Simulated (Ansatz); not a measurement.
One change: `[CH3][Ta](=[NH])([Cl])[Cl]` becomes `[NH]=[Ta]([Cl])([Cl])[Cl]`.

Ansatz, PBE0-D4/def2-TZVP geometries, multiplicity 1. Each molecule was computed in one conformer, which needn't be the lowest.

Elements past krypton have def2 core potentials.

```tsv
property	`[CH3][Ta](=[NH])([Cl])[Cl]`
LUMO energy (PBE/def2-TZVPP) / eV	-2.86
HOMO–LUMO gap (ωB97M-V/def2-TZVPP) / eV	10.56
HOMO–LUMO gap (PBE/def2-TZVPP) / eV	4.02
zero-point energy (PBE0-D4/def2-TZVP) / kJ/mol	134.7
HOMO energy (PBE/def2-TZVPP) / eV	-6.88
LUMO energy (PBE0/def2-TZVPP) / eV	-2.01
```

(1) Give the same properties after the change, and the shifts. (Estimate.)

Answers

(1) The calculation gave: 
```
                                      property  `[NH]=[Ta]([Cl])([Cl])[Cl]`  shift
             LUMO energy (PBE/def2-TZVPP) / eV                        -3.08  -0.22
       HOMO–LUMO gap (ωB97M-V/def2-TZVPP) / eV                        10.60   0.04
           HOMO–LUMO gap (PBE/def2-TZVPP) / eV                         4.16   0.14
zero-point energy (PBE0-D4/def2-TZVP) / kJ/mol                         46.6  -88.1
             HOMO energy (PBE/def2-TZVPP) / eV                        -7.24  -0.36
            LUMO energy (PBE0/def2-TZVPP) / eV                        -2.30  -0.29
```

With PBE0 the HOMO falls by 0.39 eV and the LUMO falls by 0.29 eV, so the gap widens by about 0.10 eV. PBE moves the HOMO by -0.36 eV and ωB97M-V by -0.37 eV. The zero-point energy changes by -88.1 kJ/mol with -9 modes.
